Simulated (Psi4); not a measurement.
H6BeOSi2 (SMILES [SiH3][Be][O][SiH3]), singlet, at a GFN2-xTB geometry (such geometries of metal compounds can be far from the true shape), atoms displaced at random by about 0.08 Å a coordinate; B3LYP/6-31G, gradient (Psi4).

The Psi4 input:
```
memory 2 GB

molecule {
0 1
Be   -0.24867474    0.09206102    0.37697630
Si   -1.55235920    1.27181718    1.98153669
H    -1.94659535    0.46036145    3.12651565
H    -2.95763771    1.78606793    1.41017949
H    -0.69919428    2.35166490    2.49073704
O     0.41775806   -0.47901353   -0.64498620
Si    1.34988382   -0.99364949   -1.62284793
H     0.46133808   -2.00848797   -2.56011256
H     2.44725170   -1.85608758   -0.97151964
H     1.93750518   -0.19705366   -2.56772385
symmetry c1
no_reorient
no_com
}

set {
  basis 6-31g
}

gradient('b3lyp')
print_variables()
```

What the program printed (banner, timings and long lists left out):

```
gradient() will perform analytic gradient computation.

   => Loading Basis Set <=

    Name: 6-31G
    Role: ORBITAL
    Keyword: BASIS

         ---------------------------------------------------------
                                   SCF
               by Justin Turney, Rob Parrish, Andy Simmonett
                          and Daniel G. A. Smith
                              RKS Reference
         ---------------------------------------------------------

  ==> Geometry <==

    Molecular point group: c1
    Full point group: C1

    Geometry (in Angstrom), charge = 0, multiplicity = 1:

       Center              X                  Y                   Z               Mass
    ------------   -----------------  -----------------  -----------------  -----------------
         BE          -0.248674740000     0.092061020000     0.376976300000     9.012183065000
         SI          -1.552359200000     1.271817180000     1.981536690000    27.976926534650
         H           -1.946595350000     0.460361450000     3.126515650000     1.007825032230
         H           -2.957637710000     1.786067930000     1.410179490000     1.007825032230
         H           -0.699194280000     2.351664900000     2.490737040000     1.007825032230
         O            0.417758060000    -0.479013530000    -0.644986200000    15.994914619570
         SI           1.349883820000    -0.993649490000    -1.622847930000    27.976926534650
         H            0.461338080000    -2.008487970000    -2.560112560000     1.007825032230
         H            2.447251700000    -1.856087580000    -0.971519640000     1.007825032230
         H            1.937505180000    -0.197053660000    -2.567723850000     1.007825032230

  Running in c1 symmetry.

  Rotational constants: A =      1.36639  B =      0.03704  C =      0.03694 [cm^-1]
  Rotational constants: A =  40963.26043  B =   1110.45929  C =   1107.49252 [MHz]
  Nuclear repulsion =  163.484758815837552

  Charge       = 0
  Multiplicity = 1
  Electrons    = 46
  Nalpha       = 23
  Nbeta        = 23

  ==> Algorithm <==

  SCF Algorithm Type is DF.
  DIIS enabled.
  MOM disabled.
  Fractional occupation disabled.
  Guess Type is SAD.
  Energy threshold   = 1.00e-08
  Density threshold  = 1.00e-08
  Integral threshold = 1.00e-12

  ==> Primary Basis <==

  Basis Set: 6-31G
    Blend: 6-31G
    Number of shells: 36
    Number of basis functions: 56
    Number of Cartesian functions: 56
    Spherical Harmonics?: false
[...]
  @DF-RKS Final Energy:  -672.48755694107763
    Total Energy =                       -672.4875569410776279
[...]

   => Composite Functional: B3LYP <=

    B3LYP Hyb-GGA Exchange-Correlation Functional

    P. J. Stephens, F. J. Devlin, C. F. Chabalowski, and M. J. Frisch,  J. Phys. Chem. 98, 11623 (1994) (10.1021/j100096a001)

    Deriv               =              1
    GGA                 =           TRUE
    Meta                =          FALSE

    Exchange Hybrid     =           TRUE
    MP2 Hybrid          =          FALSE

   => Exchange Functionals <=

    0.0800   Slater exchange
    0.7200         Becke 88

   => Exact (HF) Exchange <=

    0.2000               HF

   => Correlation Functionals <=

    0.1900   Vosko, Wilk & Nusair (VWN5_RPA)
    0.8100   Lee, Yang & Parr

   => LibXC Density Thresholds  <==

    XC_HYB_GGA_XC_B3LYP:  1.00E-15

   => Molecular Quadrature <=

    Radial Scheme          =       TREUTLER
    Pruning Scheme         =           NONE
    Nuclear Scheme         =       TREUTLER

    Blocking Scheme        =         OCTREE
    BS radius alpha        =              1
    Pruning alpha          =              1
    Radial Points          =             75
    Spherical Points       =            302
    Total Points           =         215707
    Total Blocks           =           1638
    Max Points             =            256
    Max Functions          =             54
    Weights Tolerance      =       1.00E-15

  -Total Gradient:
     Atom            X                  Y                   Z
    ------   -----------------  -----------------  -----------------
       1        0.054794236805    -0.038788806525    -0.060786777496
       2        0.006988821850     0.012652058449     0.042624847132
       3        0.002712906101     0.011077728551    -0.014346667891
       4       -0.024275271306     0.003784549958    -0.006751678680
       5       -0.003342693099    -0.014387479641    -0.004977130911
       6        0.135838151433    -0.090574074005    -0.151679577769
       7       -0.133183157908     0.182867477168     0.173986361794
       8       -0.019680799213    -0.015122547613    -0.015375706599
       9        0.005340181227    -0.007305000372     0.003621763969
      10       -0.025248168398    -0.044203398197     0.033736626054

  Variable Map:
  ----------------------------------------------------------------------------
[...]
  Array Variable Map:
  ----------------------------------------------------------------------------
[...]
[...]
```
